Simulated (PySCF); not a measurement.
# C3H12Ge3: core ionisation energies

Species: cyclo-(H2GeCH2)3, C3H12Ge3.
Structure used (PBE0-D3(BJ)/def2-SVP), in Å, numbered top down from 1:
```xyz
18
C3H12Ge3 angstrom
Ge     0.2427    0.0543    1.9382
H      0.3706    1.3316    2.7968
H      0.3403   -1.1792    2.8615
C     -1.4963    0.0634    1.0230
Ge    -1.4207    0.9569   -0.7179
H     -0.8500    2.3805   -0.5236
H     -2.8324    1.0791   -1.3335
C     -0.2365   -0.0460   -1.9210
Ge     1.1911   -1.0136   -0.9852
H      0.6647   -2.4044   -0.5627
H      2.4066   -1.2159   -1.9174
C      1.6969   -0.0129    0.6200
H     -2.2414    0.5535    1.6676
H     -1.8280   -0.9761    0.8692
H     -0.8323   -0.7632   -2.5063
H      0.2136    0.6593   -2.6368
H      2.5872   -0.4630    1.0847
H      1.9674    1.0127    0.3211
```

Theory: PySCF 2.14.0, delta-SCF UKS SCAN, pcX-2 on the ionised atom, pcseg-1 elsewhere, spin-free X2C. Each binding energy is the total energy of the core-ionised species, with the hole localised on one atom, minus that of the ground state; both are solved self-consistently, so orbital relaxation is included.

List the computed XPS lines with their assignment.

```csv
atom(s),environment,level,binding energy (eV),count
C4/C8/C12,carbon bonded to 2 Ge and 2 H,C 1s,289.66,3
```

Which photon wavelength matches the C 1s of C4/C8/C12 threshold?

λ = hc/E = 12398.42 eV Å / 289.66 eV = 42.803 Å.

Express the binding energy of C 1s of C4/C8/C12 in atomic units and per mole.

289.66 eV = 10.6448 Eh = 27948 kJ/mol.

One atom of each set of topologically equivalent atoms was ionised and stands for the set; in this conformer not all members are related by symmetry, and their own values weren't computed. No level of germanium is listed. One conformer (not necessarily the lowest) at the PBE0-D3(BJ)/def2-SVP geometry, without solvent, vibrations or thermal averaging.

Time: 19 s of wall time; peak memory 0.51 GiB. Hardware: Arm Neoverse V1, one thread, no GPU (shared host).
